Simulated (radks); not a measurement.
Isoelectronic series with 7 electrons, all held in the configuration [He] 2s2 2p3, which need not be the ground one along the series. Calculated with a radial shooting solver on a logarithmic mesh with Libxc functionals: non-relativistic Kohn-Sham, PBEsol, spin-polarised, spherical densities, point nucleus; open shells are filled with parallel spins first. Total energies (hartree) and mean radii <r> (bohr) (* marks an orbital that is empty in some or all of the ions):

ion	E (hartree)	2p down*	2p up	2s down	2s up
N	-54.32703	1.662	1.433	1.370	1.309
O+	-74.25148	1.173	1.085	1.116	1.076
F2+	-97.44000	0.9309	0.8813	0.9398	0.9119
Ne3+	-123.88650	0.7768	0.7444	0.8115	0.7910
Mg5+	-186.54304	0.5873	0.5700	0.6377	0.6253
Al6+	-222.75048	0.5241	0.5107	0.5762	0.5661
Si7+	-262.20972	0.4735	0.4627	0.5254	0.5171
P8+	-304.92034	0.4319	0.4231	0.4830	0.4760
S9+	-350.88202	0.3971	0.3897	0.4469	0.4409
Cl10+	-400.09455	0.3676	0.3613	0.4158	0.4106
Ar11+	-452.55777	0.3422	0.3368	0.3888	0.3843
K12+	-508.27154	0.3201	0.3154	0.3651	0.3611
Ca13+	-567.23578	0.3007	0.2966	0.3441	0.3406
Sc14+	-629.45040	0.2835	0.2799	0.3254	0.3223
Ti15+	-694.91535	0.2682	0.2650	0.3086	0.3058
V16+	-763.63058	0.2545	0.2516	0.2935	0.2910
Cr17+	-835.59606	0.2421	0.2395	0.2798	0.2775
Mn18+	-910.81174	0.2309	0.2285	0.2673	0.2652
Fe19+	-989.27760	0.2206	0.2185	0.2559	0.2540
Co20+	-1070.99363	0.2113	0.2093	0.2454	0.2437
